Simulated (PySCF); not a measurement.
CH5ClGeO. Atoms are numbered in the order given.

```xyz
9

Ge     0.4277    -0.2324    -0.5093
Cl     0.8460     1.2224     1.0670
O     -1.0447    -1.1454    -0.0700
C     -2.2676    -0.4465     0.1023
H      1.5524    -1.2845    -0.5493
H      0.1939     0.5832    -1.8086
H     -2.2137     0.2931     0.9333
H     -2.5857     0.0943    -0.8208
H     -3.0531    -1.1895     0.3501
```

The structure is a stationary point at PBE-D3(BJ)/def2-SVP. The structure was generated by enumeration, and PubChem lists no compound with its InChIKey, so it may never have been made. Other conformers were not sampled.

These are PBE/def2-TZVP (PySCF) values and carry that method's errors.

Atomic charges (e):

```tsv
atom	IAO	Löwdin
Ge1	0.83	0.14
Cl2	-0.32	0.07
O3	-0.56	-0.03
C4	-0.21	-0.40
H5	-0.06	-0.04
H6	-0.09	-0.05
H7	0.13	0.11
H8	0.12	0.10
H9	0.16	0.11
```
